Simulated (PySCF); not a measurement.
C₈H₁₀OS.
SMILES with atom numbers: `[CH:1]#[C:2][C@@H:3]1[CH2:4][S:5][CH2:6][C@@H:7]([CH3:8])[C:9]1=[O:10]` (hydrogens: H11 on C1; H12 on C3; H13, H14 on C4; H15, H16 on C6; H17 on C7; H18, H19, H20 on C8)

Structure used (PBE0-D3(BJ)/def2-SVP), in Å, numbered top down from 1:
```xyz
20
C8H10OS angstrom
C      2.2848    1.7576   -1.2911
C      1.8267    1.1066   -0.3788
C      1.2688    0.3369    0.7258
C      1.3183   -1.1824    0.4781
S      0.3062   -1.6964   -0.9274
C     -1.2597   -1.0055   -0.3404
C     -1.2043    0.5039   -0.0532
C     -2.5679    1.0527    0.3276
C     -0.1745    0.7779    1.0271
O     -0.4519    1.2769    2.0875
H      2.6971    2.3333   -2.0988
H      1.8345    0.5640    1.6450
H      2.3485   -1.4961    0.2561
H      0.9931   -1.7092    1.3902
H     -1.5956   -1.5501    0.5589
H     -1.9938   -1.2064   -1.1351
H     -0.8313    0.9910   -0.9715
H     -2.9498    0.5610    1.2347
H     -2.5113    2.1286    0.5427
H     -3.2905    0.8953   -0.4865
```

The calculation used PySCF, PBE0-D3(BJ)/def2-SVP geometry optimisation, gas phase.

Take the most abundant isotopes and a rigid rotor. The values belong to one conformer with, in the numbering `[CH:1]#[C:2][C@@H:3]1[CH2:4][S:5][CH2:6][C@@H:7]([CH3:8])[C:9]1=[O:10]`, C2–C3–C4–S5 -64°, C3–C4–S5–C6 -57°, C4–S5–C6–C7 57°, S5–C6–C7–C8 175°.

(1) What are A, B and C (MHz)?

(2) What kind of rotor is it?

(3) Is it planar, by Δ = Ic − Ia − Ib?

(4) List the rotational levels J(Ka,Kc) to J = 3 (K).

(5) Which lines would a microwave search look for?

(6) Estimate the classical rotational partition function at 10 K, 100 K and 500 K.

Answers

(1) Ia = 376.95, Ib = 444.63, Ic = 609.45 u·Å²; 505379 MHz·u·Å²/I gives A = 1341, B = 1137, C = 829.2 MHz.

(2) An asymmetric top. Ray's parameter κ = (2B − A − C)/(A − C) = 0.202; −1 is the prolate and +1 the oblate limit.

(3) Not planar: Δ = Ic − Ia − Ib = -212.13 u·Å². For a rigid frame Δ = −2 Σ m c², so Σ m c² = 106.06 u·Å² lies off the ab plane: 22.04 from hydrogen and 84.02 from heavier atoms. The atom farthest from that plane is 2.21 Å away.

(4) Above 0(0,0), as E/k:
J = 1: 1(0,1) 0.094, 1(1,1) 0.104, 1(1,0) 0.119
J = 2: 2(0,2) 0.275, 2(1,2) 0.278, 2(1,1) 0.322, 2(2,1) 0.352, 2(2,0) 0.360
J = 3: 3(0,3) 0.534, 3(1,3) 0.535, 3(1,2) 0.619, 3(2,2) 0.635, 3(2,1) 0.667, 3(3,1) 0.725, 3(3,0) 0.729

(5) The dipole components are |μa| = 0.36 D, |μb| = 0.86 D, |μc| = 0.60 D. The squared components, which scale the intensities, stand as 0.18 : 1.00 : 0.49 (a : b : c). Some lines, for components of 0.1 D or more:

```json
{"type": "a", "branch": "Q", "J(Ka,Kc)": "1(1,0) ← 1(1,1)", "MHz": "307", "lower level (cm⁻¹)": "0.072"}
{"type": "b", "branch": "Q", "J(Ka,Kc)": "1(1,0) ← 1(0,1)", "MHz": "511", "lower level (cm⁻¹)": "0.066"}
{"type": "c", "branch": "Q", "J(Ka,Kc)": "2(2,1) ← 2(1,1)", "MHz": "612", "lower level (cm⁻¹)": "0.224"}
{"type": "b", "branch": "Q", "J(Ka,Kc)": "2(2,0) ← 2(1,1)", "MHz": "789", "lower level (cm⁻¹)": "0.224"}
{"type": "a", "branch": "Q", "J(Ka,Kc)": "2(1,1) ← 2(1,2)", "MHz": "922", "lower level (cm⁻¹)": "0.193"}
{"type": "b", "branch": "Q", "J(Ka,Kc)": "2(1,1) ← 2(0,2)", "MHz": "995", "lower level (cm⁻¹)": "0.191"}
{"type": "b", "branch": "Q", "J(Ka,Kc)": "2(2,1) ← 2(1,2)", "MHz": "1534", "lower level (cm⁻¹)": "0.193"}
{"type": "a", "branch": "R", "J(Ka,Kc)": "1(0,1) ← 0(0,0)", "MHz": "1966", "lower level (cm⁻¹)": "0.000"}
{"type": "b", "branch": "R", "J(Ka,Kc)": "1(1,1) ← 0(0,0)", "MHz": "2170", "lower level (cm⁻¹)": "0.000"}
{"type": "c", "branch": "R", "J(Ka,Kc)": "1(1,0) ← 0(0,0)", "MHz": "2477", "lower level (cm⁻¹)": "0.000"}
{"type": "b", "branch": "R", "J(Ka,Kc)": "2(0,2) ← 1(1,1)", "MHz": "3551", "lower level (cm⁻¹)": "0.072"}
{"type": "a", "branch": "R", "J(Ka,Kc)": "2(1,2) ← 1(1,1)", "MHz": "3624", "lower level (cm⁻¹)": "0.072"}
{"type": "a", "branch": "R", "J(Ka,Kc)": "2(0,2) ← 1(0,1)", "MHz": "3755", "lower level (cm⁻¹)": "0.066"}
{"type": "b", "branch": "R", "J(Ka,Kc)": "2(1,2) ← 1(0,1)", "MHz": "3828", "lower level (cm⁻¹)": "0.066"}
{"type": "a", "branch": "R", "J(Ka,Kc)": "2(1,1) ← 1(1,0)", "MHz": "4239", "lower level (cm⁻¹)": "0.083"}
{"type": "c", "branch": "R", "J(Ka,Kc)": "2(1,1) ← 1(0,1)", "MHz": "4751", "lower level (cm⁻¹)": "0.066"}
{"type": "b", "branch": "R", "J(Ka,Kc)": "2(2,1) ← 1(1,0)", "MHz": "4851", "lower level (cm⁻¹)": "0.083"}
{"type": "c", "branch": "R", "J(Ka,Kc)": "2(2,0) ← 1(1,0)", "MHz": "5028", "lower level (cm⁻¹)": "0.083"}
{"type": "c", "branch": "R", "J(Ka,Kc)": "2(2,1) ← 1(1,1)", "MHz": "5159", "lower level (cm⁻¹)": "0.072"}
{"type": "b", "branch": "R", "J(Ka,Kc)": "2(2,0) ← 1(1,1)", "MHz": "5335", "lower level (cm⁻¹)": "0.072"}
```

(6) Point group C1, symmetry number σ = 1; q = (√π/σ)·√((kT/h)³/(ABC)), k/h = 20836.6 MHz/K: 4740 at 10 K, 150000 at 100 K, 1680000 at 500 K.

Not checked by PBE0-D3(BJ)/def2-SVP frequencies. No vibrational averaging or centrifugal distortion is included, and the geometry carries the error of its method. A rigid rotor knows nothing of internal rotation, which can split or shift real lines.
